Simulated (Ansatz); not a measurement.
The same hydrogenolysis along the group B, Al, Ga.

Isolated molecules relaxed with PBE0-D4/def2-TZVP in Ansatz; ΔE leaves out vibrations. CCSD(T)/CBS is the MP2 limit (def2-TZVPP, def2-QZVPP) plus CCSD(T) − MP2 in def2-TZVPP, frozen cores. This one scheme is used for every species. Functionals use def2-TZVPP. For Br, Ga outer-core shells are correlated without core-valence functions, which leaves a few kJ/mol of doubt a bond. Scalar relativity is left out up to krypton. One conformer a species, not always the lowest.

```json
{"reaction": "`NB(Cl)Br` + H₂ → `NBBr` + HCl", "CCSD(T)/CBS(def2) (eV)": "?"}
{"reaction": "`[NH2][Al]([Cl])[Br]` + H₂ → `[NH2][AlH][Br]` + HCl", "CCSD(T)/CBS(def2) (eV)": "1.46"}
{"reaction": "`[NH2][Ga]([Cl])[Br]` + H₂ → `[NH2][GaH][Br]` + HCl", "CCSD(T)/CBS(def2) (eV)": "0.94"}
```

Task: Fill in the missing values. (An estimate is asked.)

Result: The calculation gave: `NB(Cl)Br` + H₂ → `NBBr` + HCl: +0.55 eV.

Largest T1 diagnostic: 0.011, for `[NH2][GaH][Br]`.
